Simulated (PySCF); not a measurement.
SMILES C(CCS)=C, GFN2-xTB optimised geometry. Atoms within 1.6 Å of the plane z = 0.0 Å (x, y, z in Å): C1 (2.08, -0.82, 0.00), C2 (0.77, -0.82, 0.00), C3 (-0.08, 0.42, 0.00), C4 (-0.95, 0.46, 1.25), S5 (-1.96, 1.98, 1.34), H6 (2.65, 0.10, -0.01), H7 (2.66, -1.73, 0.00), H8 (0.22, -1.75, 0.01), H9 (-0.72, 0.42, -0.89), H10 (0.55, 1.30, -0.04), H11 (-1.62, -0.39, 1.30), H13 (-2.66, 1.75, 0.22).

Calculation: PBE0/def2-TZVP (PySCF 2.14.0). Cells within 0.4 Å of a nucleus heavier than hydrogen are left out (blank, or x).

Map of the deformation density (molecule minus spherical neutral atoms) (e/bohr³) on the plane z = 0.0 Å:

```
|1111111111111111111111111111111|
|1111111111111111111111111111111|
|1111111111111111111111111111111|
|1111111111111111111111111111111|
|1111110001111111111111111111111|
|1111000000111111111111111111111|
|1110000000111111000111111111111|
|1110000000111100000001111111111|
|1100000011110000000000111111111|
|1100000111000000000000011111111|
|1100000111000000100000000011111|
|1100000000000002650000000001111|
|1110000000000004851000000000111|
|11100000000001xx520000000000011|
|11110000000002xx310000120000011|
|1111100000000004630002691000011|
|1111110000000003751213862000011|
|11111100000000014xx98xx21000011|
|11111110000000014xx87xx21000011|
|1111111100000003861112862000011|
|1111111110000004940001691000011|
|1111111111000000210000110000011|
|1111111111100000000000000000011|
|1111111111100000000000000000111|
|1111111111110000000000000001111|
|1111111111111100000000000011111|
|1111111111111111111111111111111|
|1111111111111111111111111111111|
|1111111111111111111111111111111|
|1111111111111111111111111111111|
|1111111111111111111111111111111|
```
Scale: ten equal steps from -0.014 (start of '0') to 0.120 (end of '9'), in the order '0123456789'; x runs from -5.00 to 5.00, y from -5.00 (bottom) to 5.00 (top).
